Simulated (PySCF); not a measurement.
# Computed properties of BeBrI, SMILES [Br][Be][I]

BeBrI, SMILES [Br][Be][I]. Coordinates come from a B3LYP-D3(BJ)/def2-TZVP optimisation. The def2 effective core potentials stand for the cores of I; spin–orbit coupling is left out. The values are those of a single conformer. All values are computed for the isolated molecule unless a solvent is named; none is compared with measurement here.

**Structure.** The optimised structure has C∞v symmetry. All 4 harmonic modes at B3LYP-D3(BJ)/def2-TZVP (PySCF) are real, so it is a minimum. With heavy atoms numbered as in [Be:1]([Br:2])[I:3], the shortest bond between them is Be1–Br2 at 1.956 Å and the longest Be1–I3 at 2.165 Å.

**Vibrations.** The strongest infrared lines (harmonic, unscaled, degenerate partners summed) lie at 934 cm⁻¹ (395 km/mol, Be 95 %), 192 cm⁻¹ (33 km/mol, Be 95 %). The softest mode is at 192 cm⁻¹ and the zero-point energy is 2.2 kcal/mol.

**Electronic structure.** CAM-B3LYP/def2-TZVPD (PySCF) places the frontier levels at -9.42 and -0.11 eV, a gap of 9.31 eV, and gives a dipole moment of 0.27 D and a mean polarisability of 70.8 bohr³.

**Excitations.** TDDFT-ωB97X/def2-SVPD (PySCF) has S1 at 6.27 eV (198 nm, f = 0.000, dark); the most intense of the 10 singlets computed lies at 7.12 eV (f = 0.39). Strengths of degenerate partners are summed. T1 (TDA) is at 5.96 eV. No vertical singlet excitation falls in the visible range (under 3.1 eV).
